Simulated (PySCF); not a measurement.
A structure optimised at B3LYP-D3(BJ)/def2-SVP, used in a PySCF frequency run:

```xyz
8

O      1.9625     0.3963     0.9174
C      2.0236    -0.2530    -0.0835
O      0.9544    -0.7602    -0.7413
Si    -0.6577    -0.5452    -0.3088
F     -0.9087    -1.1694     1.1527
Cl    -1.1538     1.4357    -0.2966
H      2.9595    -0.5302    -0.6113
H     -1.4346    -1.2897    -1.3062
```
Charge 0, spin multiplicity 1.

**Question.** Write its SMILES and formula.

**Answer.** O=CO[Si@@H](F)Cl, CH₂ClFO₂Si

**Question.** What are its rotational constants (standard atomic weights)?

**Answer.** 3.0811, 1.8399, 1.4945 GHz
